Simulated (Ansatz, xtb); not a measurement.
## C3H8OSi: which of two isomers lies lower

Structure X: `CO/C=C\[SiH3]`, a singlet. Structure Y: `CO/C=C/[SiH3]`, a singlet. Both are isolated molecules in the gas phase, relaxed with PBE-D3(BJ)/def2-SVP; the shapes shown needn't be the lowest conformers.

X (Å):

| atom | x (Å) | y (Å) | z (Å) |
| --- | --- | --- | --- |
| C | -2.5502 | 2.7972 | 0.2385 |
| C | -0.4334 | 1.7469 | 0.2450 |
| C | 0.4005 | 0.6936 | 0.0914 |
| O | -1.7680 | 1.6320 | 0.0314 |
| Si | -0.1968 | -1.0050 | -0.4210 |
| H | -3.5976 | 2.5271 | 0.0091 |
| H | -2.2385 | 3.6267 | -0.4352 |
| H | -2.4935 | 3.1483 | 1.2933 |
| H | -0.0873 | 2.7551 | 0.5493 |
| H | 1.4680 | 0.8816 | 0.2838 |
| H | -0.8654 | -0.9859 | -1.7716 |
| H | -1.1850 | -1.5768 | 0.5627 |
| H | 0.9843 | -1.9358 | -0.4949 |

Y (Å):

```xyz
13

C    -0.6331   -0.5295   -0.3438
C     0.5028    1.2744    0.6867
C    -0.5689    2.1046    0.7636
O     0.5628    0.0228    0.1831
Si   -0.4297    3.8080    1.5032
H    -0.3820   -1.5445   -0.7025
H    -1.4260   -0.5980    0.4340
H    -1.0211    0.0768   -1.1925
H     1.5007    1.5680    1.0569
H    -1.5466    1.7671    0.3803
H     0.9914    4.0323    1.9504
H    -0.7977    4.8842    0.5126
H    -1.3412    3.9826    2.6922
```

Quicker runs give these differences E(Y) − E(X): GFN2-xTB −0.086 eV; HF/STO-3G −0.027 eV (at GFN2-xTB geometries); r2SCAN-D4/def2-SVP −0.098 eV (at GFN2-xTB geometries).

**Question.** Estimate E(Y) − E(X) at the level CCSD(T)/def2-SVP + ΔMP2/def2-TZVPP.

**Answer.** Calculated at CCSD(T)/def2-SVP + ΔMP2/def2-TZVPP: E(Y) − E(X) = −0.123 eV, so structure Y lies lower.

Level by level:

```tsv
level	geometry	E(Y) − E(X) (eV)	departure from the last row (eV)	job, with rough time for the two
GFN2-xTB	GFN2-xTB	−0.086	+0.036	optimisation, 0.11 s
HF/STO-3G	GFN2-xTB	−0.027	+0.095	single point, 0.32 s
r2SCAN-D4/def2-SVP	GFN2-xTB	−0.098	+0.024	single point, 4.5 s
PBE-D3(BJ)/def2-SVP	PBE-D3(BJ)/def2-SVP	−0.112	+0.011	optimisation, 40 s
HF/def2-SVP	PBE-D3(BJ)/def2-SVP	−0.071	+0.052	part of the CCSD(T) run
MP2/def2-SVP	PBE-D3(BJ)/def2-SVP	−0.107	+0.015	part of the CCSD(T) run
CCSD(T)/def2-SVP	PBE-D3(BJ)/def2-SVP	−0.089	+0.034	single point
CCSD(T)/def2-SVP + ΔMP2/def2-TZVPP	PBE-D3(BJ)/def2-SVP	−0.123		single point, 43 s
```

As drawn, both hold the same kinds of bond in the same numbers.

None of the levels shown reverses the order. The largest departure from CCSD(T)/def2-SVP + ΔMP2/def2-TZVPP is that of HF/STO-3G, 0.095 eV. The last row adds to CCSD(T) the change of the MP2 difference between the two basis sets, here −0.034 eV.

With thermal terms from frequencies at re-optimised GFN2-xTB minima (ideal gas, soft modes damped towards free rotors, one conformer each, 298.15 K, 1 atm): on the last row, ΔE + ΔZPE = −0.105, ΔH = −0.113, ΔG = −0.083 eV.

The correlated steps freeze 9 core orbitals. Run with Ansatz 0.2.0, xtb 6.7.1; the last row on 2 threads of Arm Neoverse V2 on a shared host.
